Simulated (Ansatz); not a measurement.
Relaxation of F₄H₂HfO (8 atoms, charge 0, multiplicity 1), to a largest force component of 0.03 eV/Å in at most 50 steps.

These are results of Ansatz, RKS PBE-D4/def2-SVP, not measurements.

```xyz
8
Properties=species:S:1:pos:R:3
Hf 0.241 0.080 -0.179
F 0.028 -0.030 1.768
F 2.121 -0.014 -0.505
F -0.333 1.742 -0.935
F -0.515 -1.438 -1.074
O -2.723 0.007 1.160
H -3.096 -0.890 1.070
H -2.090 -0.087 1.918
```

Problem. Where does it end, and by what steps?

Solution. The forces met the threshold. The force dipped under the threshold on the way, but the program's further checks kept it going. After 10 steps the energy has fallen by 0.532 eV; H7 moved furthest, 0.60 Å. Joined: Hf1–O6 (3.25 → 2.38 Å).

```json
{"step": "0", "energy less start (eV)": "0.0000", "largest force component (eV/Å)": "0.844", "accepted": "yes"}
{"step": "1", "energy less start (eV)": "-0.1115", "largest force component (eV/Å)": "1.032", "accepted": "yes"}
{"step": "2", "energy less start (eV)": "-0.2986", "largest force component (eV/Å)": "1.427", "accepted": "yes"}
{"step": "3", "energy less start (eV)": "-0.4734", "largest force component (eV/Å)": "0.753", "accepted": "yes"}
{"step": "4", "energy less start (eV)": "-0.5109", "largest force component (eV/Å)": "0.530", "accepted": "yes"}
{"step": "5", "energy less start (eV)": "-0.5261", "largest force component (eV/Å)": "0.354", "accepted": "yes"}
{"step": "6", "energy less start (eV)": "-0.5304", "largest force component (eV/Å)": "0.111", "accepted": "yes"}
{"step": "7", "energy less start (eV)": "-0.5310", "largest force component (eV/Å)": "0.062", "accepted": "yes"}
{"step": "8", "energy less start (eV)": "-0.5321", "largest force component (eV/Å)": "0.012", "accepted": "yes"}
{"step": "9", "energy less start (eV)": "-0.5323", "largest force component (eV/Å)": "0.069", "accepted": "yes"}
{"step": "10", "energy less start (eV)": "-0.5324", "largest force component (eV/Å)": "0.011", "accepted": "yes"}
```

```xyz
8
Properties=species:S:1:pos:R:3
Hf -0.004 0.071 0.015
F 0.272 0.084 1.936
F 1.818 -0.101 -0.570
F -0.532 1.756 -0.750
F -0.771 -1.492 -0.841
O -2.197 -0.054 0.927
H -2.736 -0.802 0.604
H -2.217 -0.091 1.903
```

Whether the end is a true minimum wasn't checked by a vibrational analysis.

Run time: 26 s on 2 threads of Arm Neoverse V2 (shared host), peak memory 0.22 GiB.
